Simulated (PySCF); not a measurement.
# Magnetic susceptibility: `BC[C@@H]1C=C[C@H]1C#C`, C₇H₉B

Geometry:
| atom | x (Å) | y (Å) | z (Å) |
| --- | --- | --- | --- |
| B1 | -2.041 | 1.296 | 0.820 |
| C2 | -1.688 | -0.111 | 0.223 |
| C3 | -0.298 | -0.260 | -0.387 |
| C4 | 0.171 | -1.663 | -0.687 |
| C5 | 1.191 | -1.622 | 0.162 |
| C6 | 0.897 | -0.210 | 0.625 |
| C7 | 1.919 | 0.769 | 0.357 |
| C8 | 2.779 | 1.564 | 0.107 |
| H9 | -3.068 | 1.437 | 1.363 |
| H10 | -1.303 | 2.197 | 0.722 |
| H11 | -1.822 | -0.887 | 0.985 |
| H12 | -2.431 | -0.356 | -0.546 |
| H13 | -0.170 | 0.435 | -1.220 |
| H14 | -0.221 | -2.411 | -1.352 |
| H15 | 1.976 | -2.301 | 0.441 |
| H16 | 0.574 | -0.135 | 1.667 |
| H17 | 3.527 | 2.271 | -0.097 |

Theory: GIAO B97-2/pcSseg-1 magnetisability, rotational g tensor and spin-rotation constants, non-relativistic, gas phase in PySCF 2.14.0. Geometry: GFN2-xTB.

Q: How diamagnetic is it, and how anisotropic?

A: Isotropic -1071 × 10⁻³⁰ J/T², or -64.5 × 10⁻⁶ cm³/mol; principal values -1192, -1065, -956 × 10⁻³⁰ J/T², anisotropy 204 × 10⁻³⁰ J/T² (root of half the summed squared differences of the principal values). The susceptibility is in cgs units.

Q: Split it along the inertial axes a, b, c into diamagnetic and paramagnetic parts about the centre of mass, with the quadrupole moment.

A: 
| axis | χ (10⁻⁶ cm³/mol) | diamagnetic (10⁻⁶ cm³/mol) | paramagnetic (10⁻⁶ cm³/mol) | summed x² of all electrons (Å²) | quadrupole Θ (D Å) |
| --- | --- | --- | --- | --- | --- |
| a | -64.4 | -519.3 | 455.0 | 163.7 | +0.96 |
| b | -57.9 | -798.4 | 740.5 | 98.0 | -1.87 |
| c | -71.2 | -1110.2 | 1039.0 | 24.5 | +0.91 |

Anisotropies 2χaa − χbb − χcc = +0.4 and 2χbb − χaa − χcc = +19.7 × 10⁻⁶ cm³/mol. Θ is traceless in Buckingham's convention.

Q: And the rotational g tensor?

A: 
| axis | rotational constant (GHz) | g | nuclear part | electronic part |
| --- | --- | --- | --- | --- |
| a | 2.9179 | -0.0299 | 0.5938 | -0.6237 |
| b | 1.7186 | -0.0214 | 0.5765 | -0.5979 |
| c | 1.1875 | -0.0083 | 0.5713 | -0.5797 |

Asymmetric top; isotopes 11B, 12C, 1H; no vibrational averaging.
